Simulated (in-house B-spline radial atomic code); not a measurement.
Radial electron density of the phosphorus ion P³⁺, [Ne] 3s2. Level of theory: non-relativistic TPSSh, spin-polarised, spherical fractional occupations, exact exchange averaged over the configuration, point nucleus; calculated with an all-electron radial atomic-structure program (B-spline basis).

Columns: r (bohr), 4πr²n(r) (electrons per bohr), bar.

```
 0.00389   0.3712 #
 0.00465   0.5185 #
 0.00556   0.7214 ##
 0.00665   0.9987 ###
 0.00795    1.373 ####
  0.0095    1.871 #####
  0.0114    2.546 #######
  0.0136    3.392 #########
  0.0162    4.453 ###########
  0.0194    5.804 ###############
  0.0232     7.41 ###################
  0.0277    9.238 ########################
  0.0332    11.27 #############################
  0.0396    13.26 ##################################
  0.0474     15.1 #######################################
  0.0567    16.46 ##########################################
  0.0677    17.08 ############################################
   0.081    16.79 ###########################################
  0.0968    15.59 ########################################
   0.116    13.77 ###################################
   0.138       12 ###############################
   0.165    10.85 ############################
   0.198    10.93 ############################
   0.236    12.23 ################################
   0.283    14.21 #####################################
   0.338     15.7 ########################################
   0.404    15.73 #########################################
   0.483    13.89 ####################################
   0.577    10.65 ###########################
    0.69    6.997 ##################
   0.825    4.048 ##########
   0.986     2.37 ######
    1.18     1.77 #####
    1.41    1.635 ####
    1.68     1.43 ####
    2.01   0.9951 ###
    2.41   0.5091 #
    2.88     0.19 
    3.44  0.04981 
    4.11 0.008358 
    4.92 0.0008193 
    5.88 4.655e-05
```

On this grid the curve has 2 maxima, near 0.0677, 0.404 bohr.

The 2p down radial function P(r) = rR(r), positive near the nucleus:

```tsv
r (bohr)	P
0.00389	0.001568
0.00556	0.003163
0.00795	0.006354
0.0114	0.01274
0.0162	0.02483
0.0232	0.04837
0.0332	0.09214
0.0474	0.1697
0.0677	0.3001
0.0968	0.5024
0.138	0.776
0.198	1.09
0.283	1.333
0.404	1.365
0.577	1.116
0.825	0.6773
1.18	0.2752
1.68	0.06822
2.41	0.00759
```
